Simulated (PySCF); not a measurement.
**The third ionisation energy along the 4d series**

All values are computed (PySCF 2.14, energy differences of UHF-based or UKS calculations, no spin-orbit coupling). Values in eV. The last column holds reference values (NIST; (s) semi-empirical, (t) theoretical, else measured). Unmarked ones compare directly (S terms, centres of terms, or small fine structure); those marked * lie between the lowest fine-structure levels and include a spin-orbit shift.

| element | configurations | UHF | MP2 (valence) | SCS-MP2 (valence) | PBE0 | reference |
| --- | --- | --- | --- | --- | --- | --- |
| Zr (cc-pVTZ-PP with ECP28MDF, ECP) | [Kr] 4d2 → [Kr] 4d1 | 22.402 | 22.498 | 22.434 | 23.320 | 23.170 (s) * |
| Nb (cc-pVTZ-PP with ECP28MDF, ECP) | [Kr] 4d3 → [Kr] 4d2 | 24.231 | 24.541 | 24.334 | 25.332 | 25.04 (s) * |
| Mo (cc-pVTZ-PP with ECP28MDF, ECP) | [Kr] 4d4 → [Kr] 4d3 | 26.064 | 26.597 | 26.242 | 27.244 | 27.13 ± 0.12 (s) * |
| Rh (cc-pVTZ-PP with ECP28MDF, ECP) | [Kr] 4d7 → [Kr] 4d6 | 29.303 | 30.615 | 30.779 | n/a | 31.06 (s) * |
| Ag (cc-pVTZ-PP with ECP28MDF, ECP) | [Kr] 4d9 → [Kr] 4d8 | 32.888 | 34.766 | 34.633 | 34.728 | 34.8 ± 0.3 (s) * |

"Valence" correlates the outer s and p shells and, in groups 3 to 12 and the f block, the outer d or f shell, open or full, or the next shell where the ion has no valence electron left; the wider scheme adds the next inner shell.
